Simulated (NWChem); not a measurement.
Everything below was run with NWChem. System: C5H4N, charge 0, spin multiplicity 2, displaced from the optimised geometry. The structure started from a generated list of species. Its SCF solution wasn't tested for a lower state. Level: UB3LYP/def2-SVP, VWN1-RPA local correlation.

Input file:

```
start mol
memory heap 200 mb stack 900 mb global 1100 mb
geometry units angstroms nocenter noautoz
  C      0.000000     0.000000     1.416340
  C      1.237416     0.000000     0.758528
  C      1.164449     0.000000    -0.672445
  N      0.000000     0.000000    -1.364618
  C     -1.164449     0.000000    -0.672445
  C     -1.237416     0.000000     0.758528
  H      2.220428     0.000000     1.284082
  H      2.108560     0.000000    -1.273441
  H     -2.108560     0.000000    -1.273441
  H     -2.220428     0.000000     1.284082
  symmetry group C2v
end
basis spherical
  * library def2-svp
end
dft
  xc b3lyp
  odft
  mult 2
  semidirect memsize 60000000 filesize 0
  iterations 100
  grid coarse
end
task dft gradient
```

NWChem printed:

```
             Northwest Computational Chemistry Package (NWChem) 7.3.0
             --------------------------------------------------------

                                NWChem Input Module
                                -------------------

 Scaling coordinates for geometry "geometry" by  1.889725989
 (inverse scale =  0.529177249)

 Turning off AUTOSYM since
 SYMMETRY directive was detected!

                             Geometry "geometry" -> ""
                             -------------------------

 Output coordinates in angstroms (scale by  1.889725989 to convert to a.u.)

  No.       Tag          Charge          X              Y              Z
 ---- ---------------- ---------- -------------- -------------- --------------
    1 C                    6.0000     0.00000000     0.00000000     1.41634000
    2 C                    6.0000     1.23741600     0.00000000     0.75852800
    3 C                    6.0000     1.16444900     0.00000000    -0.67244500
    4 N                    7.0000     0.00000000     0.00000000    -1.36461800
    5 C                    6.0000    -1.16444900     0.00000000    -0.67244500
    6 C                    6.0000    -1.23741600     0.00000000     0.75852800
    7 H                    1.0000     2.22042800     0.00000000     1.28408200
    8 H                    1.0000     2.10856000     0.00000000    -1.27344100
    9 H                    1.0000    -2.10856000     0.00000000    -1.27344100
   10 H                    1.0000    -2.22042800     0.00000000     1.28408200

 Effective nuclear repulsion energy (a.u.)     193.4151854768

            Nuclear Dipole moment (a.u.)
            ----------------------------
        X                 Y               Z
 ---------------- ---------------- ----------------
     0.0000000000     0.0000000000    -0.0000151178

      Symmetry information
      --------------------

 Group name             C2v
 Group number             16
 Group order               4
 No. of unique centers     6

      Symmetry unique atoms

     1    2    3    4    7    8


 Summary of "ao basis" -> "" (spherical)
 ------------------------------------------------------------------------------
       Tag                 Description            Shells   Functions and Types
 ---------------- ------------------------------  ------  ---------------------
 *                          def2-svp                  on all atoms

                                 NWChem DFT Module
                                 -----------------

 Summary of "ao basis" -> "ao basis" (spherical)
 ------------------------------------------------------------------------------
       Tag                 Description            Shells   Functions and Types
 ---------------- ------------------------------  ------  ---------------------
 C                          def2-svp                 6       14   3s2p1d
 N                          def2-svp                 6       14   3s2p1d
 H                          def2-svp                 3        5   2s1p

 Summary of "ao basis" -> "ao basis" (spherical)
 ------------------------------------------------------------------------------
       Tag                 Description            Shells   Functions and Types
 ---------------- ------------------------------  ------  ---------------------
 C                          def2-svp                 6       14   3s2p1d
 N                          def2-svp                 6       14   3s2p1d
 H                          def2-svp                 3        5   2s1p
[...]
 overlap   1.000  0.984  0.996  0.995  1.000  0.996  0.998  0.993  0.999  0.997

   alpha     81     82     83     84     85     86     87     88     89     90
    beta     81     82     83     84     85     86     87     88     89     90
 overlap   1.000  0.992  0.999  1.000  0.994  0.998  0.998  1.000  0.998  0.999

   alpha     91     92     93     94     95     96     97     98     99    100
    beta     91     92     93     94     95     96     97     98     99    100
 overlap   1.000  1.000  1.000  1.000  1.000  1.000  1.000  1.000  0.998  0.999

   alpha    101    102    103    104
    beta    101    102    103    104
 overlap   0.999  0.998  1.000  1.000

     --------------------------
     Expectation value of S2:
     --------------------------
      <S2> =      0.7576 (Exact =     0.7500)

 center of mass
 --------------
 x =   0.00000000 y =   0.00000000 z =  -0.00061318

 moments of inertia (a.u.)
 ------------------
         290.691196788043           0.000000000000           0.000000000000
           0.000000000000         605.626025997067           0.000000000000
           0.000000000000           0.000000000000         314.934829209023

     Multipole analysis of the density
     ---------------------------------

     L   x y z        total         alpha         beta         nuclear
     -   - - -        -----         -----         ----         -------
     0   0 0 0      0.000000    -21.000000    -20.000000     41.000000

     1   1 0 0     -0.000000      0.000000     -0.000000      0.000000
     1   0 1 0     -0.000000     -0.000000     -0.000000      0.000000
     1   0 0 1      0.430055     -1.270452      1.700521     -0.000015

     2   2 0 0    -20.532489   -106.623064   -104.598294    190.688869
     2   1 1 0      0.000000     -0.000000      0.000000      0.000000
     2   1 0 1     -0.000000     -0.000000     -0.000000      0.000000
     2   0 2 0    -27.391872    -14.022426    -13.369446      0.000000
     2   0 1 1      0.000000     -0.000000      0.000000      0.000000
     2   0 0 2    -28.524877    -98.709186    -86.738939    156.923247

            General Information
            -------------------
          SCF calculation type: DFT
          Wavefunction type:  spin polarized.
          No. of atoms     :    10
          No. of electrons :    41
           Alpha electrons :    21
            Beta electrons :    20
          Charge           :     0
          Spin multiplicity:     2
          Use of symmetry is: on ; symmetry adaption is: on
          Maximum number of iterations: 100
          AO basis - number of functions:   104
                     number of shells:    48
          Convergence on energy requested:  1.00D-06
          Convergence on density requested:  1.00D-05
          Convergence on gradient requested:  5.00D-04

              XC Information
              --------------
                         B3LYP Method XC Potential
                     Hartree-Fock (Exact) Exchange  0.200
                        Slater Exchange Functional  0.800 local
                    Becke 1988 Exchange Functional  0.720 non-local
              Lee-Yang-Parr Correlation Functional  0.810
                  VWN I RPA Correlation Functional  0.190 local

             Grid Information
             ----------------
          Grid used for XC integration:  coarse
          Radial quadrature: Mura-Knowles
          Angular quadrature: Lebedev.
          Tag              B.-S. Rad. Rad. Pts. Rad. Cut. Ang. Pts.
          ---              ---------- --------- --------- ---------
          C                   0.70       35          10.0       302
          N                   0.65       35          10.0       302
          H                   0.35       35          12.0       302
          Grid pruning is: on
          Number of quadrature shells:   210
          Spatial weights used:  Erf1

          Convergence Information
          -----------------------
          Convergence aids based upon iterative change in
          total energy or number of iterations.
          Levelshifting, if invoked, occurs when the
          HOMO/LUMO gap drops below (HL_TOL):  1.00D-02
          DIIS, if invoked, will attempt to extrapolate
          using up to (NFOCK): 10 stored Fock matrices.

                    Damping( 0%)  Levelshifting(0.5)       DIIS
                  --------------- ------------------- ---------------
          dE  on:    start            ASAP                start
          dE off:    2 iters        100 iters           100 iters

      Screening Tolerance Information
      -------------------------------
          Density screening/tol_rho:  1.00D-10
          AO Gaussian exp screening on grid/accAOfunc:  14
          CD Gaussian exp screening on grid/accCDfunc:  20
          XC Gaussian exp screening on grid/accXCfunc:  20
          Schwarz screening/accCoul:  1.00D-08

                            NWChem DFT Gradient Module
                            --------------------------

  charge          =   0.00
  wavefunction    = open shell

  Using symmetry

                         DFT ENERGY GRADIENTS

    atom               coordinates                        gradient
                 x          y          z           x          y          z
   1 C       0.000000   0.000000   2.676495    0.000000   0.000000   0.020320
   2 C       2.338377   0.000000   1.433410    0.009519   0.000000   0.003592
   3 C       2.200490   0.000000  -1.270737    0.008130   0.000000  -0.002097
   4 N       0.000000   0.000000  -2.578754    0.000000   0.000000  -0.021747
   5 C      -2.200490   0.000000  -1.270737   -0.008130   0.000000  -0.002097
   6 C      -2.338377   0.000000   1.433410   -0.009519   0.000000   0.003592
   7 H       4.196000   0.000000   2.426563    0.012584   0.000000   0.006623
   8 H       3.984601   0.000000  -2.406455    0.012222   0.000000  -0.007404
   9 H      -3.984601   0.000000  -2.406455   -0.012222   0.000000  -0.007404
  10 H      -4.196000   0.000000   2.426563   -0.012584   0.000000   0.006623

                 ----------------------------------------
                 |  Time  |  1-e(secs)   |  2-e(secs)   |
                 ----------------------------------------
                 |  CPU   |       0.01   |       1.31   |
                 ----------------------------------------
                 |  WALL  |       0.01   |       1.31   |
                 ----------------------------------------

 Task  times  cpu:        4.3s     wall:        4.3s

 Total times  cpu:        4.3s     wall:        4.3s
```
